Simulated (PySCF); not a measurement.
Compound: C₅H₇FO₃.
Geometry (GFN2-xTB, Å), atoms numbered from 1 in this order:
```xyz
16
C5H7FO3 angstrom
C      2.4072   -0.4585    0.4592
O      1.1763   -0.7610   -0.1731
C      0.4411    0.3714   -0.5364
O     -0.1038    1.0502    0.5575
C     -1.3151    0.4076    0.9311
C     -1.9323   -0.1511   -0.3511
F     -2.9528    0.6463   -0.8119
C     -0.7611   -0.1390   -1.3457
O     -0.7832   -0.4485   -2.4938
H      2.8481   -1.4170    0.7216
H      3.0696    0.0827   -0.2239
H      2.2472    0.1411    1.3593
H      1.0588    1.0857   -1.1006
H     -1.1082   -0.4021    1.6403
H     -1.9527    1.1603    1.3957
H     -2.3466   -1.1592   -0.2444
```

A PySCF run (density fitting, gas phase, GFN2-xTB geometry) gave HOMO -6.85 eV, LUMO -1.73 eV, dipole 2.98 D.

Problem. Which of these levels was it?
A. PBE0/pcSseg-0
B. PBE0/MINI
C. HSE06/6-31G*
D. PBE0/def2-SVPD
E. PBE0/pcSseg-1

Solution. C. It is HSE06/6-31G*. All candidates on this geometry:

| level and settings | kind | basis functions | SCF cycles | E (Eh) | HOMO (eV) | LUMO (eV) | dipole (D) |
| --- | --- | --- | --- | --- | --- | --- | --- |
| HSE06/6-31G*, fitting basis def2-universal-jkfit | screened hybrid, exact exchange at short range | 140 | 11 | -519.6866 | -6.85 | -1.73 | 2.98 |
| PBE0/MINI, grid level 1 | global hybrid | 52 | 10 | -515.7985 | -8.49 | -2.95 | 2.24 |
| PBE0/pcSseg-0, energy threshold 1e-11 Eh | global hybrid | 95 | 13 | -518.4126 | -7.62 | -1.82 | 3.28 |
| PBE0/def2-SVPD | global hybrid | 248 | 14 | -519.3051 | -7.73 | -1.84 | 3.33 |
| PBE0/pcSseg-1 | global hybrid | 188 | 14 | -519.6032 | -7.59 | -1.65 | 3.21 |

The nearest other candidate, by the summed differences of HOMO and LUMO, is PBE0/pcSseg-1: its HOMO differs by -0.74 eV and its LUMO by +0.08 eV. Cycle counts include a coarse-grid stage where the run had one. All basis functions are spherical, in the Pople sets too.
